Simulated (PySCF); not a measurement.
Working with the constants of KSe

UHF-CCSD(T) constants of KSe, ²Π (doublet), unpaired electrons π ↑ (K x2c-SVPall, Se x2c-SVPall; spin-free X2C with a Gaussian nucleus (PySCF 2.14); masses 38.9637 and 79.9165 u):

```
ωe           : 193.0 cm⁻¹
ωexe         : 0.609 cm⁻¹
Be           : 0.071685 cm⁻¹
αe           : 0.000370 cm⁻¹
De to K + Se : 1.95 eV
```

Q: What force constant and bond length do these constants imply?

A: Reduced mass μred = 26.193 u; k = 5.8918×10⁻⁷·μred·ωe² (u, cm⁻¹, mdyn/Å) = 0.575 mdyn/Å; Re = √(16.8576/(μred·Be)) (u, cm⁻¹, Å) = 2.996 Å.

Q: Estimate the centrifugal constant D from the Kratzer relation and find the Dunham coefficient a1.

A: D = 4Be³/ωe² = 3.96e-08 cm⁻¹; a1 = −1 − αeωe/(6Be²) = -3.32.

Correlated steps freeze 14 core orbitals. Correlated levels converge slowly with the basis: in double zeta they bind strong bonds too weakly, by up to about 1 eV, and carry superposition errors of some tenths. Spin–orbit coupling is left out. The state was picked by a PBE0 search and need not be the measured ground state.
